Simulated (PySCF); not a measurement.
PySCF input for F2H5NSi2, SMILES F[SiH](F)N[SiH3], TPSSh-D3(BJ)/def2-SVP. Coordinates come from a TPSSh-D3(BJ)/def2-SVP optimisation. This is a generated structure with no PubChem entry under its InChIKey; it may be hypothetical. Other conformers were not sampled.

```python
import numpy as np
from pyscf import gto, scf, dft, df
from pyscf.hessian import thermo

mol = gto.M(
    atom='''
    Si    2.07471226   -0.08348484    0.88050090
    N     0.64654928   -0.53162399   -0.03711416
    Si   -0.83895509    0.30415183   -0.17557443
    F    -1.15907895    0.68064407   -1.71826268
    F    -2.07924477   -0.64278349    0.25877326
    H     2.41312333   -1.11958936    1.89412837
    H     1.76013169    1.19939402    1.55908365
    H     3.25624169    0.09409982   -0.00724640
    H     0.71321387   -1.40582451   -0.56272438
    H    -0.82424266    1.52320497    0.64299217
    ''',
    basis='def2-SVP',
    charge=0,
    spin=0,
    max_memory=1600,
    verbose=3,
)
mf = dft.RKS(mol, xc='tpssh').density_fit(auxbasis='def2-universal-jkfit')
mf.disp = 'd3bj'
mf.grids.level = 4
mf.conv_tol = 1e-11
mf.max_cycle = 100
mf.kernel()

# [left out here: the lines that compute and print the analytic Hessian (its translational invariance restored by hand, since the grid's response is missing), thermochemistry and intensities]
```

It prints:

```
converged SCF energy = -836.259672154032

WARN: MGGA Hessian is sensitive to dft grids. grids.level 4 may not be dense enough.


WARN: DFTD3 does not support analytical Hessian, using finite difference


WARN: Mole.unit (angstrom) is changed to Bohr

Mode                                 0                   1                   2
Irrep
Freq [cm^-1]                       27.8235             80.9815            175.7878
Reduced mass [au]                   3.6146              1.1566              4.3829
Force const [Dyne/A]                0.0016              0.0045              0.0798
Char temp [K]                      40.0319            116.5143            252.9196
Normal mode                   x     y     z       x     y     z       x     y     z
       0  Si                -0.02 -0.04  0.06   -0.01 -0.01  0.02    0.08 -0.04  0.01
       1   N                 0.05  0.07 -0.11    0.02  0.03 -0.04   -0.02  0.12  0.07
       2  Si                 0.01  0.02 -0.03    0.00  0.00 -0.00   -0.06  0.05  0.01
       3   F                -0.07 -0.04 -0.03   -0.04  0.03  0.01   -0.02 -0.05 -0.03
       4   F                 0.05  0.02  0.07    0.03 -0.03  0.00   -0.00 -0.04 -0.04
       5   H                -0.08 -0.16 -0.05   -0.32  0.24  0.38    0.04 -0.13 -0.07
       6   H                -0.09 -0.13  0.20    0.18  0.25 -0.40    0.26 -0.04  0.09
       7   H                 0.04  0.09  0.16    0.12 -0.53  0.08    0.03 -0.13 -0.07
       8   H                 0.11  0.15 -0.24   -0.00 -0.00  0.00   -0.06  0.11  0.07
       9   H                 0.03  0.03 -0.05   -0.01 -0.01  0.01   -0.18  0.08 -0.04
Mode                                 3                   4                   5
Irrep
Freq [cm^-1]                      225.7948            274.3599            371.4974
Reduced mass [au]                   2.9035             10.8527             11.3228
Force const [Dyne/A]                0.0872              0.4813              0.9207
Char temp [K]                     324.8685            394.7428            534.5020
Normal mode                   x     y     z       x     y     z       x     y     z
       0  Si                 0.01  0.01 -0.01    0.07  0.01  0.04    0.05  0.01  0.03
       1   N                 0.03  0.05 -0.07    0.05 -0.02  0.02    0.01  0.01  0.01
       2  Si                -0.03 -0.03  0.05    0.03 -0.04 -0.01   -0.05 -0.07 -0.07
       3   F                 0.09 -0.05  0.02   -0.13 -0.00  0.03    0.03  0.10 -0.06
       4   F                -0.10  0.04 -0.01   -0.08  0.07 -0.08   -0.05 -0.01  0.11
       5   H                -0.03  0.05  0.04    0.06  0.01  0.04    0.03 -0.03 -0.01
       6   H                 0.04  0.03 -0.05    0.06  0.01  0.03    0.12  0.01  0.06
       7   H                 0.02 -0.08 -0.01    0.06  0.01  0.03    0.03 -0.03 -0.00
       8   H                 0.18  0.27 -0.40    0.10 -0.04  0.04    0.09 -0.01  0.05
       9   H                -0.06 -0.07  0.12    0.12 -0.06  0.01   -0.06 -0.06 -0.07
Mode                                 6                   7                   8
Irrep
Freq [cm^-1]                      445.1462            619.3148            721.7008
Reduced mass [au]                   1.4669              1.6941              1.2215
Force const [Dyne/A]                0.1713              0.3828              0.3749
Char temp [K]                     640.4662            891.0561           1038.3668
Normal mode                   x     y     z       x     y     z       x     y     z
       0  Si                 0.00  0.01 -0.01   -0.07  0.02 -0.02    0.02  0.03 -0.04
       1   N                 0.05  0.07 -0.10   -0.01  0.07  0.04   -0.03 -0.04  0.07
       2  Si                -0.01 -0.01  0.02    0.05 -0.05 -0.01   -0.00 -0.00  0.00
       3   F                 0.03 -0.02  0.02    0.00 -0.00  0.03   -0.00  0.00 -0.00
       4   F                -0.04  0.00 -0.00    0.02  0.02 -0.01    0.00  0.00 -0.00
       5   H                -0.18 -0.12 -0.08   -0.18 -0.24 -0.24   -0.55 -0.24 -0.12
       6   H                -0.02 -0.03  0.05    0.43  0.02  0.20   -0.04 -0.05  0.08
       7   H                 0.14  0.06  0.18   -0.18 -0.24 -0.22    0.40  0.02  0.47
       8   H                -0.26 -0.37  0.58    0.14  0.05  0.10    0.07  0.10 -0.15
       9   H                -0.01 -0.00  0.01    0.14 -0.07  0.01   -0.00 -0.01  0.01
Mode                                 9                  10                  11
Irrep
Freq [cm^-1]                      783.4536            827.8626            852.8589
Reduced mass [au]                   2.2850              1.2160              2.3476
Force const [Dyne/A]                0.8264              0.4910              1.0061
Char temp [K]                    1127.2154           1191.1100           1227.0741
Normal mode                   x     y     z       x     y     z       x     y     z
       0  Si                -0.02 -0.04 -0.04   -0.00  0.00  0.00    0.02  0.02  0.02
       1   N                 0.03  0.11  0.09   -0.00 -0.01  0.00   -0.04 -0.06 -0.06
       2  Si                 0.03 -0.06 -0.03   -0.01 -0.01  0.01   -0.04 -0.02 -0.03
       3   F                -0.00  0.01  0.04   -0.02 -0.01 -0.06    0.02 -0.02  0.09
       4   F                 0.02  0.04 -0.00    0.05  0.05  0.00    0.07  0.06 -0.02
       5   H                 0.02  0.10  0.09    0.01 -0.01 -0.02    0.00 -0.04 -0.04
       6   H                -0.42 -0.04 -0.21    0.03  0.02 -0.02    0.17  0.02  0.09
       7   H                 0.03  0.12  0.07   -0.01  0.01 -0.01   -0.00 -0.05 -0.02
       8   H                -0.05  0.12  0.05   -0.03 -0.05  0.06   -0.07 -0.05 -0.07
       9   H                -0.33  0.01 -0.12   -0.34 -0.46  0.69   -0.53  0.11 -0.21
Mode                                12                  13                  14
Irrep
Freq [cm^-1]                      895.4991            942.9978            952.1226
Reduced mass [au]                   1.9518              1.1924              1.8628
Force const [Dyne/A]                0.9222              0.6247              0.9950
Char temp [K]                    1288.4238           1356.7638           1369.8924
Normal mode                   x     y     z       x     y     z       x     y     z
       0  Si                -0.02  0.01  0.00    0.01  0.02 -0.03    0.05  0.03  0.04
       1   N                 0.06 -0.04 -0.00    0.00  0.00 -0.00   -0.13  0.03 -0.04
       2  Si                 0.07  0.02  0.05   -0.02 -0.03  0.04    0.05 -0.03  0.00
       3   F                -0.02  0.02 -0.07   -0.01  0.01 -0.04    0.00  0.00 -0.01
       4   F                -0.06 -0.03  0.02    0.03  0.02 -0.01   -0.01 -0.01  0.00
       5   H                -0.10 -0.12 -0.11   -0.07  0.27  0.28   -0.17 -0.19 -0.12
       6   H                 0.02  0.01  0.02   -0.25 -0.36  0.57   -0.35  0.00 -0.13
       7   H                -0.09 -0.12 -0.12   -0.00 -0.37 -0.10   -0.13 -0.15 -0.22
       8   H                 0.01 -0.03 -0.02   -0.01 -0.02  0.04   -0.42  0.07 -0.14
       9   H                -0.59  0.18 -0.17    0.03  0.05 -0.07    0.09 -0.04  0.03
Mode                                15                  16                  17
Irrep
Freq [cm^-1]                      958.9687            973.3725           1018.1860
Reduced mass [au]                   3.7568              1.1381              1.2259
Force const [Dyne/A]                2.0355              0.6353              0.7488
Char temp [K]                    1379.7425           1400.4664           1464.9429
Normal mode                   x     y     z       x     y     z       x     y     z
       0  Si                -0.00 -0.01  0.01    0.01 -0.02 -0.01   -0.03  0.01 -0.01
       1   N                 0.00  0.01 -0.01   -0.05  0.02 -0.01   -0.07  0.03 -0.01
       2  Si                -0.04 -0.06  0.09    0.04 -0.02  0.01    0.05 -0.02  0.01
       3   F                -0.01  0.03 -0.09   -0.00  0.01 -0.01   -0.01  0.01 -0.02
       4   F                 0.07  0.05 -0.03   -0.01 -0.00  0.00   -0.02 -0.01  0.00
       5   H                 0.03 -0.12 -0.12   -0.31  0.27  0.38    0.54  0.13 -0.06
       6   H                 0.08  0.14 -0.23    0.39 -0.00  0.16    0.25  0.00  0.11
       7   H                -0.00  0.13  0.03   -0.12  0.55 -0.05    0.33 -0.17  0.42
       8   H                 0.01  0.01 -0.01   -0.22  0.04 -0.07   -0.31  0.06 -0.10
       9   H                 0.12  0.17 -0.25   -0.05  0.01 -0.03   -0.05  0.00 -0.02
Mode                                18                  19                  20
Irrep
Freq [cm^-1]                     1210.4146           2251.4294           2258.4384
Reduced mass [au]                   1.5979              1.0515              1.0270
Force const [Dyne/A]                1.3794              3.1405              3.0863
Char temp [K]                    1741.5171           3239.3057           3249.3900
Normal mode                   x     y     z       x     y     z       x     y     z
       0  Si                -0.02  0.01 -0.00   -0.01 -0.02  0.03   -0.02  0.01 -0.00
       1   N                 0.15 -0.03  0.05    0.00  0.00 -0.00   -0.00  0.00 -0.00
       2  Si                -0.03 -0.00 -0.02   -0.00 -0.00  0.00    0.00 -0.00  0.00
       3   F                 0.00  0.00  0.01    0.00  0.00 -0.00   -0.00  0.00 -0.00
       4   F                 0.00  0.01 -0.00    0.00  0.00 -0.00   -0.00 -0.00  0.00
       5   H                -0.06 -0.05 -0.05   -0.16  0.47 -0.45    0.15 -0.49  0.49
       6   H                 0.08  0.01  0.04   -0.01 -0.01  0.01   -0.02  0.08  0.04
       7   H                -0.05 -0.05 -0.06    0.56  0.08 -0.42    0.53  0.09 -0.41
       8   H                -0.70  0.09 -0.26   -0.00 -0.00  0.00   -0.00  0.00 -0.00
       9   H                 0.12 -0.03  0.03    0.00  0.00 -0.00   -0.00 -0.01 -0.01
Mode                                21                  22                  23
Irrep
Freq [cm^-1]                     2280.2788           2368.7498           3534.6054
Reduced mass [au]                   1.0429              1.0421              1.0741
Force const [Dyne/A]                3.1950              3.4452              7.9062
Char temp [K]                    3280.8136           3408.1036           5085.5103
Normal mode                   x     y     z       x     y     z       x     y     z
       0  Si                 0.01 -0.03 -0.02   -0.00 -0.00 -0.00    0.00 -0.00  0.00
       1   N                -0.00  0.00 -0.00   -0.00  0.00  0.00    0.01 -0.06 -0.04
       2  Si                 0.00  0.00  0.00   -0.00 -0.03 -0.02   -0.00 -0.00 -0.00
       3   F                -0.00  0.00  0.00    0.00 -0.00  0.00   -0.00  0.00 -0.00
       4   F                -0.00  0.00  0.00    0.00 -0.00 -0.00   -0.00  0.00 -0.00
       5   H                -0.01  0.03 -0.05    0.00 -0.00  0.01    0.00  0.00  0.00
       6   H                -0.21  0.84  0.44   -0.01  0.05  0.02    0.00  0.00  0.00
       7   H                -0.04 -0.02  0.03    0.01  0.00 -0.00    0.00  0.00  0.00
       8   H                -0.00 -0.00 -0.00    0.00 -0.00 -0.00   -0.07  0.82  0.49
       9   H                 0.00 -0.04 -0.03    0.01  0.81  0.54    0.00  0.00  0.00
temperature 298.1500 [K]
pressure 101325.00 [Pa]
Rotational constants [GHz] 6.27424 1.54820 1.34640
Symmetry number 1
Zero-point energy (ZPE) 0.05707 [Eh]   149842.113 [J/mol]
                           tot       elec      trans        rot        vib
Entropy [J/mol/K]       365.097      0.000    167.728    115.474     81.895
Cv [J/mol/K]            103.019      0.000     12.472     12.472     78.076
Cp [J/mol/K]            111.333      0.000     20.786     12.472     78.076
Internal energy [J/mol]                      3718.434   3718.434 161884.662
Internal energy [Eh]   -836.19518  -836.25967
Enthalpy [J/mol]                             6197.391   3718.434 161884.662
Enthalpy [Eh]          -836.19424
Gibbs free energy [J/mol]                  -43810.686 -30710.147 137467.619
Gibbs free energy [Eh] -836.23570
mode   freq/cm-1   IR/(km/mol)
   1       27.82         1.947
   2       80.98         0.049
   3      175.79         5.072
   4      225.79         3.471
   5      274.36        29.376
   6      371.50        16.397
   7      445.15        75.652
   8      619.31         0.021
   9      721.70        85.286
  10      783.45       125.073
  11      827.86         3.698
  12      852.86         0.485
  13      895.50       203.289
  14      943.00         4.690
  15      952.12       408.426
  16      958.97       274.797
  17      973.37       103.649
  18     1018.19        29.410
  19     1210.41       273.791
  20     2251.43       150.296
  21     2258.44       109.070
  22     2280.28        80.019
  23     2368.75        90.545
  24     3534.61        44.465
max |gradient| / (hartree/bohr): 4.072290895986309e-05
APT charges: [ 1.3354 -1.1433  1.997  -0.6492 -0.6492 -0.2898 -0.2485 -0.2901  0.1958
 -0.258 ]
```

Self-consistency was reached.
